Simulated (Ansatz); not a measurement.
A made-up structure of NH2Te (charge -1), singlet:

| atom | x (Å) | y (Å) | z (Å) |
| --- | --- | --- | --- |
| N1 | 0.1322 | -0.8885 | 0.7389 |
| Te2 | 0.7583 | 0.5084 | -0.5281 |
| H3 | -0.5279 | -1.4280 | 0.1712 |
| H4 | 0.3830 | -1.0467 | 1.7148 |

It is relaxed with PBE-D4/def2-SVPD and then PBE0-D4/def2-TZVPD (Ansatz 0.2.0). Atoms count as bonded within 1.22 times the sum of their covalent radii (H–H: 0.88 Å). The end point is not checked to be a true minimum.

(1) Does its bonding change? (A judgement: the text doesn't fix the answer.)

## Answers

(1) By the calculation: No: no bond forms or breaks.

Where it ends: The first stage lowers the energy by 0.71 eV in 7 steps. It ends as NH₂Te ([NH2][Te]), total charge -1:
| atom | x (Å) | y (Å) | z (Å) |
| --- | --- | --- | --- |
| N1 | 0.3325 | -1.1891 | 0.6098 |
| Te2 | 0.7705 | 0.6159 | -0.4461 |
| H3 | -0.6300 | -1.3897 | 0.3539 |
| H4 | 0.2726 | -0.8919 | 1.5793 |

Labels in which every atom is bracketed show which atoms are joined, not bond orders.

For scale, one of the runs: PBE0-D4/def2-TZVPD relaxation, 114 basis functions, launched by `ansatz run in.yaml --threads 2 --pin off --events-out ev --progress --plain --max-ram 4352MiB`. The run took about 11 s on 2 CPU threads of an Arm Neoverse V1 (shared host).
